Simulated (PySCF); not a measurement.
# Mn(2+) (manganese, charge +2): UHF calculation

Configuration: [Ar] 3d4 4p1, one real determinant (an excited configuration). Computed with PySCF 2.14 in aug-cc-pVTZ (8s7p5d3f2g, 93 functions), with no relativity, point nucleus.

```
Total energy                                                  : -1148.621597 hartree
One-electron energy                                           : -1561.5845 hartree
Hartree (Coulomb) energy                                      : 463.2893 hartree
Exchange energy                                               : -50.3264 hartree
Kinetic energy                                                : 1148.77316 hartree
⟨S²⟩                                                          : 8.7519
⟨L²⟩                                                          : 8.014
Sum of ⟨r⟩                                                    : 16.35 bohr
Sum of ⟨r²⟩                                                   : 23.27 bohr²
Traceless quadrupole moment −½Σ⟨3z² − r²⟩ along its main axis : -3.68 e·bohr²
Density at the nucleus (Gaussians lack the cusp)              : 10500 bohr⁻³
Spin density at the nucleus                                   : 0.112 bohr⁻³
Langevin diamagnetic susceptibility                           : -18.4 ×10⁻⁶ cm³/mol
```

```tsv
shell	electrons	mean orbital energy (hartree)	spread (hartree)	rms radius, mean of both spins (bohr)
1s α	1	-241.53410	0	0.0713
1s β	1	-241.52906	0	0.0713
2s α	1	-30.19634	0	0.305
2s β	1	-30.07133	0	0.305
2p α	3	-25.89950	0.00374	0.274
2p β	3	-25.77389	0.03157	0.274
3s α	1	-4.96541	0	0.914
3s β	1	-4.60717	0	0.914
3p α	3	-3.65613	0.05214	0.969
3p β	3	-3.22083	0.06725	0.969
3d α	4	-1.59810	0.04675	1.15
4p α	1	-0.71179	0	3.17
```

⟨L²⟩ = 8.01 against 12 for a pure F term, so this real determinant mixes terms.

Spin-orbit constants ζ (cm⁻¹) from the X2C one-electron operator on these orbitals (non-relativistic here): bare nucleus, nucleus screened by l(l+1)(2l+1)/3 electrons, and screened by the Breit-Pauli mean field of the electrons.

```
shell   bare  screened nucleus  mean field
   2p  57220             52640       50500
   3p   7003              6443        6138
   3d  692.9             415.7       374.7
   4p  520.3             478.7       452.9
```

To first order the Landé constant is A = 80.15 cm⁻¹, so the lowest level has J = 1/2 and lies 0.0994 eV below the centre of the term. This holds in LS coupling only.
